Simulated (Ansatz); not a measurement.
One change: `CC(C)[O][Sn][OH]` becomes `CC(C)[O][Ge][Cl]`.

Ansatz, PBE0-D4/def2-TZVP geometries, multiplicity 1. Each molecule was computed in one conformer, which needn't be the lowest.

Elements past krypton have def2 core potentials. Scalar relativity is left out up to krypton.

```json
{"property": "size of the dipole moment (B3LYP/def2-TZVPP) / D", "`CC(C)[O][Sn][OH]`": "1.03"}
{"property": "HOMO–LUMO gap (B3LYP/def2-TZVPP) / eV", "`CC(C)[O][Sn][OH]`": "5.33"}
{"property": "HOMO–LUMO gap (PBE/def2-TZVPP) / eV", "`CC(C)[O][Sn][OH]`": "3.73"}
{"property": "LUMO energy (PBE0/def2-TZVPP) / eV", "`CC(C)[O][Sn][OH]`": "-1.82"}
{"property": "LUMO energy (ωB97M-V/def2-TZVPP) / eV", "`CC(C)[O][Sn][OH]`": "-0.13"}
{"property": "LUMO energy (PBE/def2-TZVPP) / eV", "`CC(C)[O][Sn][OH]`": "-2.47"}
```

(1) Give the same properties after the change, and the shifts. (An estimate is asked.)

Answers

(1) Computed: 
| property | `CC(C)[O][Ge][Cl]` | shift |
| --- | --- | --- |
| size of the dipole moment (B3LYP/def2-TZVPP) / D | 1.56 | 0.53 |
| HOMO–LUMO gap (B3LYP/def2-TZVPP) / eV | 5.20 | -0.13 |
| HOMO–LUMO gap (PBE/def2-TZVPP) / eV | 3.68 | -0.05 |
| LUMO energy (PBE0/def2-TZVPP) / eV | -2.16 | -0.34 |
| LUMO energy (ωB97M-V/def2-TZVPP) / eV | -0.21 | -0.08 |
| LUMO energy (PBE/def2-TZVPP) / eV | -2.89 | -0.42 |

With PBE0 the HOMO falls by 0.16 eV and the LUMO falls by 0.34 eV, so the gap narrows by about 0.18 eV. PBE moves the HOMO by -0.37 eV and ωB97M-V by -0.04 eV. Dipoles are sizes alone; their direction can turn.

B3LYP here is the variant with VWN-RPA as its local correlation; programs differ in this.
